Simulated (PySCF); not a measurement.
Working out the ionisation energy of N⁺

N⁺ [He] 2s2 2p2 (3P) → N²⁺ [He] 2s2 2p1 (2P). All numbers are calculated (PySCF 2.14, scalar relativity by spin-free X2C-1e, in cc-pVDZ-DK). Frozen: 1s2. Energies in hartree (1 hartree = 27.21139 eV):

```csv
part,N⁺ (lower),N²⁺ (upper)
UHF,-53.909902,-52.835360
CCSD correlation,-0.075747,-0.074255
(T),-0.000752,-0.000541
```

Problem. What does Hartree-Fock give?

Solution. (-52.835360) − (-53.909902) = 1.074542 hartree = 29.240 eV.

Problem. What do CCSD and CCSD(T) give?

Solution. The CCSD correlation energies differ by 0.001492 hartree = 0.041 eV and the triples by 0.000211 hartree = 0.006 eV, so CCSD gives 29.281 eV and CCSD(T) 29.287 eV.

Reference: 29.601 eV (semi-empirical (NIST evaluation); NIST Atomic Spectra Database, ionization energies), between the lowest levels; spin-orbit coupling is absent from the calculation.

A double-zeta basis recovers only part of the correlation energy.

What remains against the reference includes basis incompleteness, the frozen core and higher excitations.
